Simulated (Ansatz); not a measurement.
Reaction (atomization): `BOCCC` → B• + 3 C• + 9 H• + O•

Computed with Ansatz on PBE0-D4/def2-TZVP structures; ΔE is electronic, products minus reactants. CCSD(T)/CBS adds triple-zeta CCSD(T) − MP2 to the extrapolated MP2 energy (def2 sets, frozen cores). This one scheme is used for every species, atoms too. Open shells (•) are unrestricted, without spin–orbit coupling. Spin–orbit coupling would lower the free atoms: a little for B, C, O. Each species was taken in one conformer, which may not be the lowest.

```tsv
species	CCSD(T)/CBS(def2) energy (Eh)
`BOCCC`	-219.57282
B•	-24.60433
C•	-37.79194
H•	-0.50000
O•	-75.00631
```

Q: Work out ΔE.

A: ΔE = 9 × (-0.50000) + 3 × (-37.79194) + (-24.60433) + (-75.00631) − (-219.57282) = 2.08636 Eh = +5477.7 kJ/mol.

Largest T1 diagnostic among the species: 0.014.

From PBE to PBE0 (25 % exact exchange), in def2-TZVPP and without D4, ΔE moves by −67.5 kJ/mol: exact exchange takes away binding that semilocal exchange gives to molecules. The D4 term adds +34.3 kJ/mol with B3LYP and +18.1 kJ/mol with PBE0; it sums over pairs of atoms, weighted by their polarisabilities, and B3LYP, whose exchange is more repulsive, gets the larger term.

B3LYP here is the variant with VWN-RPA as its local correlation; programs differ in this.

For atomizations the MP2-based limit and the directly extrapolated one differ by several kJ/mol either way, and by 10 to 25 for some Ge, Se and Sn compounds, so smaller differences from it don't rank the levels.
